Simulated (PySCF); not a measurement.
Species: `C=NC1=CC=C(O)C=C1`. The columns A, B, C and D hold Mulliken, IAO, Hirshfeld and ESP-fitted charges (e) of one PBE0/pcSseg-1 density (PySCF), in a shuffled order. Coordinates in Å (GFN2-xTB); the density's dipole moment is (-0.28, -0.29, 0.97) D.

```
atom       x       y       z       A       B       C       D
  C1   3.081  -0.329  -0.214  +0.201  -0.121  +0.010  +0.006
  N2   2.197   0.562  -0.248  -0.595  -0.237  -0.407  -0.138
  C3   0.844   0.293  -0.115  +0.521  +0.075  +0.023  +0.026
  C4   0.222  -0.796  -0.730  -0.269  -0.168  -0.017  -0.055
  C5  -1.141  -0.975  -0.628  -0.317  -0.187  -0.084  -0.069
  C6  -1.909  -0.082   0.114  +0.376  +0.211  +0.174  +0.073
  O7  -3.248  -0.305   0.205  -0.558  -0.474  -0.383  -0.187
  C8  -1.295   1.006   0.727  -0.330  -0.214  -0.119  -0.079
  C9   0.064   1.202   0.598  -0.304  -0.145  -0.025  -0.052
 H10   4.108  -0.032  -0.372  +0.074  +0.155  +0.120  +0.053
 H11   2.896  -1.389  -0.016  +0.014  +0.110  +0.096  +0.043
 H12   0.812  -1.483  -1.319  +0.177  +0.154  +0.093  +0.047
 H13  -1.632  -1.804  -1.112  +0.211  +0.165  +0.099  +0.052
 H14  -3.659   0.392   0.731  +0.417  +0.364  +0.237  +0.181
 H15  -1.892   1.705   1.298  +0.179  +0.146  +0.094  +0.047
 H16   0.544   2.046   1.068  +0.202  +0.166  +0.087  +0.052
```

Which column most likely holds the ESP-fitted charges?

A. Σ q r misses the density's dipole by 0.04 D (A), 0.52 D (D), 0.66 D (B), 0.84 D (C). Charges fitted to the outside potential are the only set here that is tied to the molecule's multipoles.

And the Hirshfeld charges?

D. The mean sizes are 0.072 e (D), 0.129 e (C), 0.193 e (B), 0.297 e (A), and Hirshfeld charges are commonly the smallest of these schemes.

As computed, A = ESP-fitted, B = IAO, C = Mulliken, D = Hirshfeld. Hydrogens on carbon: ESP-fitted +0.01 to +0.21, IAO +0.11 to +0.17, Mulliken +0.09 to +0.12, Hirshfeld +0.04 to +0.05 e.

The ESP scheme is a least-squares fit of atom-centred charges to the potential on four shells outside the van der Waals surface, with the total charge fixed. The Mulliken scheme gives each basis function's population to the atom it is centred on and halves the overlap population of two atoms between them.

Geometry: GFN2-xTB, one conformer, isolated molecule.

Shape of the structure used: `[CH2:1]=[N:2][c:3]1[cH:4][cH:5][c:6]([OH:7])[cH:8][cH:9]1`: C1–N2–C3–C4 -42°, H–O7–C6–C5 -179°.
